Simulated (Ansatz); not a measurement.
`[OH2+][Cu-][Br]`, relaxed with RKS PBE0-D4/def2-TZVP in Ansatz from a PBE-D4/def2-SVP geometry. The force threshold is 0.005 eV/Å; the program also tests the step.

The species carries charge 0 and has multiplicity 1.

Start:

```xyz
5

O    -0.118    0.336   -1.041
Cu    0.045   -0.589    0.678
Br    0.237   -1.591    2.637
H     0.684    0.860   -1.241
H    -0.849    0.985   -1.033
```

Q: By how much does the energy fall, and how many steps does the optimiser take? (Estimate.)

A: Ansatz gave: 0.39 kcal/mol, in 5 steps.

Q: Which bonds change most? (Estimate.)

A: The calculation gave: O1–H4 from 0.978 to 0.962 Å; O1–H5 from 0.978 to 0.962 Å; O1–Cu2 from 1.959 to 1.966 Å; Cu2–Br3 from 2.209 to 2.204 Å.

Q: Give the relaxed structure. (An estimate is asked.)

A: Computed: 
```xyz
5

O    -0.109    0.371   -1.002
Cu    0.051   -0.581    0.711
Br    0.235   -1.621    2.645
H     0.675    0.853   -1.283
H    -0.853    0.977   -1.071
```
